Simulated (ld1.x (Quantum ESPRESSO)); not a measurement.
## Transferability test, TM semilocal potential for B

| Quantity | Value |
| --- | --- |
| Element | boron |
| Generator | ld1.x (Quantum ESPRESSO) 7.5 |
| Type | norm-conserving Troullier–Martins (semilocal form) |
| Functional | PBEsol |
| Relativity | scalar-relativistic |
| Frozen core | [He] |
| Valence charge | 3 |
| Reference configuration | 2s2 2p1 |
| Partial waves | 2s (bound): rc 1.00 bohr; 3d channel at -0.05 Ry: rc 3.25 bohr; 2p (bound): rc 3.15 bohr |
| Local potential | the p channel |
| Core correction | Bessel-smoothed model core inside 0.50 bohr |

Energies are relative to the spin-unpolarised reference configuration 2s2 2p1; without spin polarisation the order of configurations can differ from experiment.

```tsv
valence configuration	charge	ΔE all-electron (eV)	error AE − PS (meV)
2s1 2p0	+2	33.401	+281
2s2 2p0.5	+0.5	2.855	+11
2s2 2p1.3	-0.3	-0.724	+0.2
2s1 2p2	0	5.819	-21
2s0 2p3	0	11.657	-87
2s1 2p1	+1	14.264	-63
```

Question: What are ΔE and the potential's error for 2s2 2p0?

Answer: ΔE = 8.139 eV all-electron; the error (AE − PS) is +89 meV.

Levels in the configuration 2s0 2p3:

```
level  all-electron (eV)  pseudo (eV)
   2p             -4.409       -4.500
```
